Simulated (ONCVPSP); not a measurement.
Potentials for nitrogen (N) compared

Generated with ld1.x 7.5 (TM, RRKJ, ultrasoft, PAW), atompaw 4.2 or ONCVPSP 4.0.1. The cutoff is in Ry: for ld1.x and atompaw files where the sum of valence levels is converged to 10 mRy in a Bessel basis, for ONCV files where the hardest occupied wave has 1 mHa per electron of residual kinetic energy. The error is the largest all-electron minus pseudo excitation energy over each file’s own four to seven test configurations (ionisations up to +4, promotions, holes and added fractions of an electron), all of which were solved. The labels leave out finer settings (local radius, basis sizes, second energies), which also bear on the numbers. Spin-polarised tests are not counted. The rows are a selection from randomly drawn settings: files with unsolved tests, undetermined cutoffs or missed reference levels are left out.

A true bound ghost makes a file unfit for plane-wave use even where its test errors are small: the radial tests pick states by their node count and pass the ghost by.

```tsv
potential	cutoff (Ry)	largest error (meV)	bound ghosts
ONCV, Wu-Cohen, scalar-relativistic, rc 0.90/1.85 (sp), local smoothed, core correction no, reference 2s2 2p2.5, qcut 6.5/8.8, projectors 2/2	110	+147	s
ONCV, PBEsol, scalar-relativistic, rc 1.00/1.45/1.25 (spd), local smoothed, core correction no, reference 2s2 2p3, qcut 7.7/9/7.7, projectors 2/3/2	53	+566	none
ONCV, LDA (Perdew-Zunger), fully relativistic, rc 1.05/1.25/1.15 (spd), local smoothed, core correction yes, reference 2s2 2p3, qcut 6.6/7/8, projectors 1/2/2	83	+539	none
ONCV, PBE, scalar-relativistic, rc 1.05/2.35/2.05 (spd), local smoothed, core correction yes, reference 2s2 2p3, qcut 6.5/4.9/5.3, projectors 1/3/2	82	+4163	none
```

Question: Fill in the row for N: ONCV, PW91, scalar-relativistic, rc 0.80/2.55/2.45 (spd), local smoothed, core correction yes, reference 2s2 2p3, qcut 6.3/4.8/3.6, projectors 2/2/2.

Answer: cutoff 115 Ry, largest error +4272 meV, bound ghosts: p, d.

Question: Fill in the row for N: ONCV, LDA (Perdew-Zunger), scalar-relativistic, rc 1.00/2.10 (sp), local smoothed, core correction no, reference 2s2 2p2.5, qcut 7.9/6.5, projectors 2/2.

Answer: cutoff 54 Ry, largest error +484 meV, bound ghosts: none.

Question: Fill in the row for N: ONCV, revPBE, scalar-relativistic, rc 0.85/2.05 (sp), local smoothed, core correction no, reference 2s2 2p1, qcut 7.1/6.7, projectors 2/3.

Answer: cutoff 100 Ry, largest error +1113 meV, bound ghosts: none.
